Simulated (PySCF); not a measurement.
**Assignment exercise: C$_{7}$H$_{14}$O$_{3}$**

Numbering as in the mapped SMILES `[CH3:1][C@@H:2]([OH:3])[C:4](=[O:5])[O:6][C:7]([CH3:8])([CH3:9])[CH3:10]`; H(Xn) means a hydrogen on atom n.

PySCF 2.14.0 with density-fitted response routines calculation with coordinates at the GFN2-xTB level and shielding tensors at PBE0/pcSseg-1 (GIAO); no solvent model, no relativistic terms, equivalent nuclei averaged, one conformer.

Chemical shifts δ = σref − σ; 13C (186.93 ppm) and 1H (31.72 ppm) against TMS, all at this level.

Task: Assign these signals to the numbered atoms. 13C{1H} NMR (computed): δ 185.7, 82.5, 71.2, 28.9, 25.5.

Result: 
| δ (ppm) | atoms | environment | reason |
| --- | --- | --- | --- |
| 185.7 | C4 | ester carbonyl carbon | it is a carbonyl in resonance with an O or N lone pair, the region of acids, esters and amides |
| 82.5 | C7 | fully substituted sp3 carbon bonded to O | the inductive effect lowers its shielding |
| 71.2 | C2 | sp3 CH bonded to O, α to a carbonyl | pulled downfield by the heteroatom |
| 28.9 | C8/C9/C10 | methyl carbon | a saturated carbon with 1 carbon neighbour and no heteroatom attached |
| 25.5 | C1 | methyl carbon | – |

Task: Assign these signals to the numbered atoms. 1H NMR (400 MHz, computed): δ 4.25 (q, 1H), 2.86 (br s, 1H), 1.59 (s, 9H), 1.32 (d, 3H).

Result: 
4.25 → H(C2), hydrogen on an sp3 CH bonded to O, α to a carbonyl: its carbon carries O, which withdraws density
2.86 → H(O3), hydrogen on an alcohol oxygen: exchangeable; this is the value without hydrogen bonding to other molecules
1.59 → H(C8)/H(C9)/H(C10), hydrogen on a methyl carbon
1.32 → H(C1), hydrogen on a methyl carbon

OH and NH positions are those of a molecule without intermolecular hydrogen bonds; in solution they move with solvent, concentration and temperature, and exchange usually removes their couplings. Shifts are as computed. Against solution values, carbons near 30 ppm lie about +3 ppm off and those near 130 ppm about +5 ppm. Of 1211 compounds with measured shifts, 218 miss one by over three times the rms of a fit or turn the order of signals round; such compounds aren't used in these exercises. Multiplicities follow the n + 1 count of equivalent neighbours, as no J values were calculated; m marks all less simple cases, F and P coupling included.
